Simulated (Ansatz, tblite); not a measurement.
Cost and result up the ladder for [ZnF4]2- (ZnF4²⁻) (5 atoms). Charge -2, multiplicity 1. Geometry: PBE0-D4/def2-SVPD.

Cartesian coordinates in Å:
```
Zn 0.000 0.000 0.000
F 0.632 1.519 1.056
F -0.217 -1.557 1.163
F 1.303 -0.408 -1.399
F -1.718 0.446 -0.820
```

Ansatz on 4 threads of Arm Neoverse V2 on a shared host; xTB runs through tblite on one thread. Times are rough, summed over both states, and most runs start from the orbitals of an earlier one. PBE0-D4/def2-TZVPD serves as the yardstick here, not as an exact answer. The other state is a doublet.

The xTB rows come from tblite. A multiply charged anion in the gas phase is held together partly by the finite basis.

Run but left out: HF/def2-SVPD, MP2/def2-SVPD (charge -1 doublet: a determinant that CCSD turns far, T1 0.047).

Raw xTB energies of ions are shifted by several eV.

| level | functions | wall time |
| --- | --- | --- |
| GFN1-xTB | 20 | 0.005 s |
| GFN2-xTB | 20 | 0.005 s |
| PBE0-D4/def2-TZVPD | 211 | 17 s |
| r2SCAN-D4/def2-TZVPD (with forces) | 211 | 22 s |

Estimate what each level gives for the vertical IE (eV).


```csv
level,vertical IE (eV),difference from PBE0-D4/def2-TZVPD (eV),remarks
GFN1-xTB,4.54,3.34,–
GFN2-xTB,4.84,3.65,–
PBE0-D4/def2-TZVPD,1.20,0.00,HOMO above zero (-2 singlet)
r2SCAN-D4/def2-TZVPD (with forces),0.55,-0.65,HOMO above zero (-2 singlet)
```
